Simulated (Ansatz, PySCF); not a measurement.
Reaction (SMILES): N[Si](N)(N)Cl -> [NH][Si](N)(N)Cl + H atom (the H-N bond at the site shown breaks; other sites are not compared here)
Structures are relaxed separately at B3LYP-D3(BJ)/def2-TZVP in Ansatz (a program for electronic structure), one conformer each, not searched for the lowest. Frequencies are from Ansatz or PySCF.

Quantity: bond dissociation energy (0 K, with B3LYP-D3(BJ) harmonic zero-point energies), in eV. Correlated levels leave the core frozen unless marked. UHF or UKS for open shells. Spin-orbit coupling is left out. No relativistic terms. CBS marks a two-point X^-3 extrapolation of the correlation energy; Hartree-Fock from the larger set.

Level to compare with: CCSD(T)/CBS(cc-pV(T+d)Z,cc-pV(Q+d)Z) (Ansatz), 4.83 eV. It is a level with limits of its own, and the differences hold the functionals' basis error too.

Rank these functionals by how close they come to CCSD(T)/CBS(cc-pV(T+d)Z,cc-pV(Q+d)Z), closest first: revPBE/def2-TZVPD (Ansatz); r2SCAN0/def2-TZVPD (Ansatz); HSE06/def2-TZVPD (Ansatz); LC-wPBE/def2-TZVPD (Ansatz).

LC-wPBE/def2-TZVPD (range-separated hybrid, 4.66 eV, difference -0.17), HSE06/def2-TZVPD (screened hybrid, 4.61 eV, difference -0.22), r2SCAN0/def2-TZVPD (hybrid meta-GGA, 4.56 eV, difference -0.27), revPBE/def2-TZVPD (GGA, 4.46 eV, difference -0.37)
